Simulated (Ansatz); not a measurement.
Mulliken charges of C2H3AuFN, SMILES `CC#[N+][Au-][F]` from B3LYP/def2-TZVPP in Ansatz (PBE0-D4/def2-TZVP geometry).

| atom | x (Å) | y (Å) | z (Å) | charge (e) |
| --- | --- | --- | --- | --- |
| C1 | -1.331 | 0.077 | -1.107 | -0.126 |
| C2 | -0.223 | 0.013 | -0.186 | -0.086 |
| N3 | 0.656 | -0.038 | 0.546 | -0.015 |
| Au4 | 2.136 | -0.124 | 1.777 | 0.316 |
| F5 | 3.611 | -0.209 | 3.003 | -0.488 |
| H6 | -1.452 | 1.099 | -1.472 | 0.133 |
| H7 | -1.147 | -0.585 | -1.955 | 0.133 |
| H8 | -2.249 | -0.233 | -0.605 | 0.133 |

**Question.** By hand: the dipole of these point charges (1 e Å = 4.8032 D).

**Answer.** Σ q r = (-1.555, 0.090, -1.293) e Å, of length 2.024 e Å = 9.72 D.

**Question.** How does the dipole of the full density compare? (An estimate is asked.)

**Answer.** Computed: (-1.635, 0.095, -1.360) e Å, 10.23 D; the point charges give 0.95 times that, at 0° from its direction.

Point charges leave out the atoms' own dipoles, such as those of lone pairs, and Mulliken's split depends on the basis, so the close match here is no proof of good charges.

B3LYP here is the variant with VWN-RPA as its local correlation; programs differ in this.
